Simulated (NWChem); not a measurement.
# OsO$_{4}$; SMILES [O]=[Os](=[O])(=[O])=[O]

def2 effective core potentials on Os; no spin-orbit coupling.

Q: Give the equilibrium geometry at PBE-D3(BJ)/def2-SVP with def2 effective core potentials on Os (NWChem) as a Z-matrix, with the point group.

A: point group Td; any orientation.
```
Os
O 1 1.7204
O 1 1.7204 2 109.47
O 1 1.7204 2 109.47 3 -120.00
O 1 1.7204 2 109.47 3 120.00
```
